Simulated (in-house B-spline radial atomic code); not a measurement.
Configurations of Ni IX (Ni8+), with energies counted from [Ar] (3d3/2)2. Level of theory: Dirac-Hartree-Fock, average of each configuration as written, Fermi nucleus of rms radius 3.7757 fm; calculated with an all-electron radial atomic-structure program (B-spline basis). Energies include first-order Breit, QED and recoil terms.

Occupations are held fixed; configurations that lie above the ionisation limit could autoionise.

| configuration | E - E(ref) (eV) | highest orbital | its <r> (bohr) |
| --- | --- | --- | --- |
| [Ar] (3d3/2)1 (3d5/2)1 | 0.74707 | 3d5/2 | 0.6955 |
| [Ne] 3s2 (3p1/2)1 (3p3/2)4 (3d3/2)1 (3d5/2)2 | 69.67 | 3d3/2 | 0.6964 |
| [Ar] (3d3/2)1 (4f7/2)1 | 119.63 | 4f7/2 | 1.875 |
| [Ar] (3d3/2)1 (5d5/2)1 | 137.96 | 5d5/2 | 3.169 |
| [Ar] (3d5/2)1 7s1 | 160.91 | 7s1/2 | 6.106 |
| [Ne] 3s2 (3p1/2)1 (3p3/2)4 (3d5/2)2 (5g7/2)1 | 212.77 | 5g7/2 | 3.045 |
| [Ne] 3s2 (3p1/2)1 (3p3/2)4 (3d3/2)2 (7g9/2)1 | 238.52 | 7g9/2 | 7.032 |

(1) Order these further configurations by energy, lowest first.
A. [Ar] (3d5/2)1 (5p3/2)1
B. [Ar] (3d5/2)2
C. [Ar] (3d3/2)1 (6p3/2)1
D. [Ne] 3s2 (3p1/2)2 (3p3/2)3 (3d5/2)2 (7p1/2)1
E. [Ar] (3d5/2)1 (5g9/2)1

(2) How far above the reference does [Ne] 3s2 (3p1/2)2 (3p3/2)3 (3d3/2)2 (5f5/2)1 lie?

(3) How far above the reference does [Ar] (3d5/2)1 (4p3/2)1 lie?

(4) How far above the reference does [Ne] 3s2 (3p1/2)1 (3p3/2)4 (3d3/2)1 (3d5/2)1 (6f5/2)1 lie?

## Answers

(1) B (0.87236 eV), A (129.25 eV), E (146.93 eV), C (150.45 eV), D (228.85 eV).

(2) 207.96 eV; its least bound orbital is 5f5/2 with <r> = 3.304 bohr.

(3) 83.167 eV; its least bound orbital is 4p3/2 with <r> = 1.639 bohr.

(4) 227.71 eV; its least bound orbital is 6f5/2 with <r> = 5.118 bohr.
